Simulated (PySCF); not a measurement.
H7NO2Si2, SMILES [Si](O)(N)(O)[SiH3]. Atoms are numbered in the order given.

```xyz
12

N      1.3672     1.3981     0.0000
Si     0.4136    -0.0509     0.0000
O      0.7843    -0.8588    -1.4088
O      0.7843    -0.8588     1.4088
Si    -1.9126     0.1337     0.0000
H      1.3729     1.9837     0.8314
H      1.3729     1.9837    -0.8314
H      1.7221    -0.8844    -1.6398
H      1.7221    -0.8844     1.6398
H     -2.3631     0.8959    -1.2077
H     -2.5966    -1.1958     0.0000
H     -2.3631     0.8959     1.2077
```

The structure is a stationary point at r2SCAN-D4/def2-SVP. This is a generated structure with no PubChem entry under its InChIKey; it may be hypothetical. Other conformers were not sampled.

Method: HF/pcSseg-1 run with PySCF.

GIAO shieldings, no solvent; atoms alike by connectivity are averaged. δ = σ(ref) − σ: ¹⁵N against NH3 (σ = 267.3 ppm); ²⁹Si against TMS (σ = 393.8 ppm); ¹⁷O against H2O (σ = 333.0 ppm); ¹H against TMS (σ = 31.99 ppm), references at their B3LYP-D3(BJ)/def2-TZVP geometries, non-relativistic.

| atoms | nucleus | count | δ (ppm) |
|---|---|---|---|
| N1 | ¹⁵N | 1 | 27.4 |
| Si2 | ²⁹Si | 1 | ? |
| Si5 | ²⁹Si | 1 | ? |
| O3, O4 | ¹⁷O | 2 | 54.4 |
| H10, H11, H12 | ¹H | 3 | ? |
| H8, H9 | ¹H | 2 | 2.35 |
| H6, H7 | ¹H | 2 | 0.95 |

Question: Some entries are withheld; supply them. (An estimate is asked for; the answer gives what the named calculation found.)

Answer: 
- H10, H11, H12, δ (ppm): 3.43
- Si2, δ (ppm): -23.7
- Si5, δ (ppm): -98.9
